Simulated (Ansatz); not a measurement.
MoOCl2, SMILES [O]=[Mo]([Cl])[Cl] (connectivity only; charge and spin as stated), neutral, multiplicity 3.

Coordinates come from a PBE0-D3(BJ)/def2-SVP optimisation. The multiplicity is an assumed one; other spin states were not compared. The def2 effective core potentials stand for the cores of Mo; spin–orbit coupling is left out.

Two levels are set side by side: PBE/def2-SVPD (Ansatz, a program for electronic structure) and PBE0/def2-SVPD (Ansatz). Energy differences of separate SCF runs at the same geometry; the states with an electron removed or added have multiplicity 2 and 2. Differences are taken from unrounded values.

```
quantity                         PBE0   PBE  PBE minus PBE0
-------------------------------  ----  ----  --------------
vertical ionisation energy (eV)  9.71  9.13           -0.58
vertical electron affinity (eV)  1.94  1.88           -0.07
```
